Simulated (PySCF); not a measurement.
Relaxation of doublet W(OH)3

Level of theory: UPBE0/[W def2-TZVP with ECP60, O def2-TZVP, H def2-TZVP], scalar-relativistic core potentials, density fitting, no spin–orbit coupling, PySCF. A (50,194) grid was used.

A start at or just off a symmetric point, pushed along the force that breaks its symmetry, of Cs symmetry, free to break it:

```xyz
7
charge 0 multiplicity 2, angstrom
W     0.0209    0.0080    0.0000
O     1.7832   -0.0475    0.0002
O    -0.9860    1.6058    0.0000
O    -1.0327   -1.6451   -0.0002
H     2.5165   -0.7253    0.0002
H    -0.7008    2.5247    0.0001
H    -1.9011   -1.8804   -0.0003
```

Optimiser trace:
```json
{"step": "0", "E − E(last) (kJ/mol)": "80.02", "largest gradient (Eh/bohr)": "0.08748"}
{"step": "2", "E − E(last) (kJ/mol)": "49.28", "largest gradient (Eh/bohr)": "0.00679"}
{"step": "4", "E − E(last) (kJ/mol)": "44.85", "largest gradient (Eh/bohr)": "0.03724"}
{"step": "6", "E − E(last) (kJ/mol)": "36.93", "largest gradient (Eh/bohr)": "0.02273"}
{"step": "8", "E − E(last) (kJ/mol)": "27.64", "largest gradient (Eh/bohr)": "0.01668"}
{"step": "10", "E − E(last) (kJ/mol)": "18.19", "largest gradient (Eh/bohr)": "0.01344"}
{"step": "12", "E − E(last) (kJ/mol)": "14.04", "largest gradient (Eh/bohr)": "0.01164"}
{"step": "14", "E − E(last) (kJ/mol)": "10.25", "largest gradient (Eh/bohr)": "0.01099"}
{"step": "16", "E − E(last) (kJ/mol)": "5.46", "largest gradient (Eh/bohr)": "0.00466"}
{"step": "18", "E − E(last) (kJ/mol)": "3.96", "largest gradient (Eh/bohr)": "0.01225"}
{"step": "20", "E − E(last) (kJ/mol)": "3.11", "largest gradient (Eh/bohr)": "0.00425"}
{"step": "22", "E − E(last) (kJ/mol)": "2.32", "largest gradient (Eh/bohr)": "0.00354"}
{"step": "24", "E − E(last) (kJ/mol)": "1.59", "largest gradient (Eh/bohr)": "0.00297"}
{"step": "26", "E − E(last) (kJ/mol)": "1.11", "largest gradient (Eh/bohr)": "0.00216"}
{"step": "28", "E − E(last) (kJ/mol)": "0.56", "largest gradient (Eh/bohr)": "0.00280"}
{"step": "30", "E − E(last) (kJ/mol)": "0.21", "largest gradient (Eh/bohr)": "0.00288"}
{"step": "32", "E − E(last) (kJ/mol)": "0.13", "largest gradient (Eh/bohr)": "0.00214"}
{"step": "34", "E − E(last) (kJ/mol)": "0.06", "largest gradient (Eh/bohr)": "0.00111"}
{"step": "36", "E − E(last) (kJ/mol)": "0.01", "largest gradient (Eh/bohr)": "0.00038"}
{"step": "38", "E − E(last) (kJ/mol)": "0.00", "largest gradient (Eh/bohr)": "0.00032"}
{"step": "39", "E − E(last) (kJ/mol)": "0.00", "largest gradient (Eh/bohr)": "0.00026"}
```

It ends at C1 with O–H 0.955 Å, O–H 0.966 Å (×2), W–O 1.833 Å, W–O 1.866 Å, W–O 1.875 Å; H–O–W 116.1°, H–O–W 118.9°, H–O–W 146.6°, O–W–O 108.6°, O–W–O 118.4°, O–W–O 133.0° (after a last refinement on a finer grid). A frequency run shows a minimum. Other isomers or separated fragments may lie lower.

Final geometry:
Z-matrix (Å, degrees; charge 0 multiplicity 2):
```
W
O  1 1.8663
O  1 1.8327 2 132.96
O  1 1.8751 2 108.62 3 -179.78
H  2 0.9655 1 118.87 3 106.53
H  3 0.9554 1 146.55 2 -5.30
H  4 0.9673 1 116.06 2 -81.01
```

With open d or f shells other occupations or spin states may lie lower. At this level a quartet minimum of C3v symmetry lies 27 kJ/mol below this structure. No spin–orbit coupling is included, which matters more the heavier the element.

The relaxation took 3.7 min on 4 threads of a shared Arm Neoverse V2 host, with 151 basis functions and 43 gradients; the process peaked at 1.4 GiB. Launch command: `OMP_NUM_THREADS=4 python axn.py task.json out`.
